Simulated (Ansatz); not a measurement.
`CC[O][Hf]([OH])([O]CC)[O]CC` and `CC[O][Zr]([OH])([O]CC)[O]CC` differ in one element.

Ansatz, PBE0-D4/def2-TZVP geometries, multiplicity 1. Each molecule was computed in one conformer, which needn't be the lowest.

Elements past krypton have def2 core potentials.

```csv
property,`CC[O][Hf]([OH])([O]CC)[O]CC`
HOMO energy (B3LYP/def2-TZVPP) / eV,-7.24
LUMO energy (PBE0/def2-TZVPP) / eV,0.29
HOMO–LUMO gap (PBE0/def2-TZVPP) / eV,7.76
HOMO–LUMO gap (PBE/def2-TZVPP) / eV,5.54
HOMO energy (ωB97M-V/def2-TZVPP) / eV,-9.83
size of the dipole moment (PBE/def2-TZVPP) / D,0.35
```

What does the change do to each property? (Best estimate.)

The calculation gave: 
| property | `CC[O][Zr]([OH])([O]CC)[O]CC` | shift |
| --- | --- | --- |
| HOMO energy (B3LYP/def2-TZVPP) / eV | -7.24 | 0.00 |
| LUMO energy (PBE0/def2-TZVPP) / eV | 0.16 | -0.13 |
| HOMO–LUMO gap (PBE0/def2-TZVPP) / eV | 7.62 | -0.14 |
| HOMO–LUMO gap (PBE/def2-TZVPP) / eV | 5.47 | -0.07 |
| HOMO energy (ωB97M-V/def2-TZVPP) / eV | -9.82 | 0.01 |
| size of the dipole moment (PBE/def2-TZVPP) / D | 0.40 | 0.05 |

Dipoles are sizes alone; their direction can turn.

B3LYP here is the variant with VWN-RPA as its local correlation; programs differ in this.
